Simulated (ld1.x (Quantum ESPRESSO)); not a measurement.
Which change was made? (Fe, RRKJ)

```
Element                 : iron (Fe)
Generator               : ld1.x (Quantum ESPRESSO) 7.5
Type                    : norm-conserving RRKJ (Kleinman–Bylander form)
Functional              : Wu–Cohen
Relativity              : fully relativistic
Frozen core             : [Ne] 3s2
Valence charge          : 14
Reference configuration : 3p6 3d6 4s2 4p0
Partial waves           : 3p (bound): rc 1.35 bohr; 3d (bound): rc 0.90 bohr; 4s (bound): rc 2.45 bohr
Local potential         : the s channel
Core correction         : a·sin(br)/r model core, default radius (core density twice the valence density)
rho0                    : 0.005
```

Open shells are filled in proportion to 2j + 1 (rel_dist='average').

Cutoffs, loose and tight: the cutoffs (Ry, on a coarse ladder) from which the occupation-weighted sum of valence levels, in a spherical-Bessel basis at the reference potential, stays within 10 and 1 mRy of its value at 400 Ry. They do not see the model core or the augmentation charge, which bear on the density cutoff. Test errors are all-electron minus pseudo excitation energies from the reference, over the configurations 3p6 3d6 4s1 4p0; 3p6 3d6 4s0 4p0; 3p6 3d5 4s0 4p0; 3p6 3d4 4s0 4p0; 3p6 3d5 4s2 4p1; 3p5 3d6 4s2 4p0; 3p6 3d7 4s0 4p0; variants that change the core or the reference have their own tests. The largest error is taken over the tests solved by every variant that gives reliable tests at all, those not shown here included: 3p6 3d4 4s0 4p0; 3p6 3d5 4s0 4p0; 3p6 3d6 4s0 4p0; 3p6 3d6 4s1 4p0; 3p6 3d7 4s0 4p0.

The base gives: outcome: generated; cutoff, loose: 200 Ry; cutoff, tight: 230 Ry; bound ghosts: none; largest test error (meV): -1247.

After one change the result is: outcome: generated; cutoff, loose: 230 Ry; cutoff, tight: 260 Ry; bound ghosts: s; largest test error (meV): -127. Which change was it?
A. local potential the d channel
B. core [Ar], valence charge 8; reference 3d7 4s1 4p0; waves now 4s (bound): rc 2.50 bohr; 4p (bound): rc 2.40 bohr; 3d (bound): rc 1.65 bohr; local potential all-electron potential smoothed inside 2.10 bohr (lloc = -1); core correction none
C. wave 3d (bound): rc 0.90 bohr becomes 3d (bound): rc 0.78 bohr

A. The others give: wave 3d (bound): rc 0.90 bohr becomes 3d (bound): rc 0.78 bohr → outcome: generated; cutoff, loose: 260 Ry; cutoff, tight: 300 Ry; bound ghosts: none; largest test error (meV): -1279 | core [Ar], valence charge 8; reference 3d7 4s1 4p0; waves now 4s (bound): rc 2.50 bohr; 4p (bound): rc 2.40 bohr; 3d (bound): rc 1.65 bohr; local potential all-electron potential smoothed inside 2.10 bohr (lloc = -1); core correction none → outcome: generated; cutoff, loose: 70 Ry; cutoff, tight: 100 Ry; bound ghosts: none; largest test error (meV): -726.
